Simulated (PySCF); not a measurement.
## NMR problem set

Equivalent nuclei averaged, one conformer, non-relativistic Hamiltonian, isolated molecule. GFN2-xTB structure; PBE0/pcSseg-1 with gauge-including orbitals; PySCF 2.14.

Chemical shifts δ = σref − σ; 1H (31.72 ppm) and 13C (186.93 ppm) vs TMS, all at this level. Splittings of carbon signals by F and P are missing where no couplings were computed. Where no couplings were computed, multiplicities follow the n + 1 count of equivalent neighbours, and m marks all less simple cases (inequivalent or close neighbours, rings, F or P nearby). Shifts are as computed. Against solution values, carbons near 30 ppm lie about +3 ppm off and those near 130 ppm about +5 ppm. Of 1211 compounds with measured shifts, 218 miss one by over three times the rms of a fit or turn the order of signals round; such compounds aren't used in these exercises. OH and NH positions are gas-phase values without hydrogen bonding to other molecules.

Q: C$_{2}$H$_{8}$O$_{3}$Si$_{3}$. 1H NMR (400 MHz, computed): δ 5.30 (m, 1H), 5.20 (m, 1H), 5.19 (s, 3H), 4.71 (d, 1H), 1.74 (d, 1H), 1.44 (br s, 1H). 13C{1H} NMR (computed): δ 96.7 (CH), 90.1 (C). Identify the compound.

A: `C#C[Si@@H](O[SiH3])O[SiH2]O`. The formula gives 2 degrees of unsaturation (no ring in the answer). 2 carbon signals for 2 carbons: no two carbons are equivalent. Carbon types of the structure: 1 × C, 1 × CH, leaving 7 H on heteroatoms. δC 96.7: terminal alkyne carbon; sp carbons lie upfield of alkene carbons because the cylindrical π system leaves one tensor component strongly shielded. δC 90.1: alkyne carbon; the triple bond shields along its axis, which puts it between sp3 and sp2 carbons. δH 1.74: hydrogen on a terminal alkyne carbon; it lies on the axis of the triple bond, in its shielding cone. δH 1.44: hydrogen on an oxygen bonded to Si; labile proton, position sensitive to the medium.

The shifts were computed for this structure.

Q: C$_{5}$H$_{12}$P$_{2}$. 1H NMR (400 MHz, computed): δ 3.55 (m, 1H), 2.03 (m, 4H), 1.63 (m, 4H), 1.02 (m, 3H). 13C{1H} NMR (computed): δ 33.1 (CH2), 21.5 (CH2), 17.7 (CH3). Identify the compound.

A: `CP1CCPCC1`. 3 carbon signals for 5 carbons: some carbons are equivalent by symmetry or fast rotation. Carbon types of the structure: 4 × CH2, 1 × CH3, leaving 1 H on heteroatoms. δC 33.1, 21.5: sp3 CH2 bonded to P. δC 17.7: methyl carbon bonded to P. δH 3.55: hydrogen on a phosphorus bonded to 2 C, in a 6-membered ring. δH 1.02: hydrogen on a methyl carbon bonded to P.

This is the structure that produced the data.
